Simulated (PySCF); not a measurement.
Distorted geometries of [Dy(NH3)]3+

[Dy(NH3)]3+ (singlet in the valence; each metal's 4f electrons, 9 of them, lie in its core potential, out of spins and levels). PySCF 2.14.0, RKS PBE, Dy lcecp-1-SVP with ECP55, N def2-SVP, H def2-SVP; non-relativistic Hamiltonian with scalar-relativistic core potentials where named; density fitting; no spin-orbit coupling. Relaxed geometry:

```xyz
5

Dy    0.0000    0.0000   -0.1313
N     0.0000    0.0000    2.1873
H     0.9517    0.0000    2.6517
H    -0.4759    0.8241    2.6517
H    -0.4758   -0.8242    2.6517
```

Task: Order these distorted geometries by energy above the relaxed one, lowest first.
A.
```xyz
5

Dy   -0.0563    0.0937   -0.2918
N    -0.0959   -0.2051    2.3645
H     0.9734    0.0111    2.6628
H    -0.3852    0.5724    2.6663
H    -0.4360   -0.4721    2.6093
```
B.
```xyz
5

Dy    0.0570   -0.2645   -0.1336
N     0.0745    0.2072    2.0346
H     0.7711    0.0052    2.6160
H    -0.4020    0.8021    2.7703
H    -0.5007   -0.7500    2.7238
```
C.
```xyz
5

Dy   -0.0193   -0.0756   -0.2079
N    -0.0175   -0.0047    2.2765
H     0.9907    0.0202    2.6475
H    -0.3935    0.8959    2.6130
H    -0.5605   -0.8358    2.6819
```

Result: C (0.20 eV), B (1.70 eV), A (26.98 eV).

Task: Which forces (eV/Å) act in the one that lies 26.98 eV up?

Result: 
```
Dy    -0.30   -0.51    1.23
N    124.87   91.89  -91.12
H     -2.60   -2.26    0.24
H     -3.39    9.92    2.83
H   -118.59  -99.04   86.82
```
Forces carry noise of the integration grid, about 0.01 to 0.03 eV/Å.

An lcecp potential fixes the number of 4f electrons, so in runs with it no electron can move into or out of that shell.
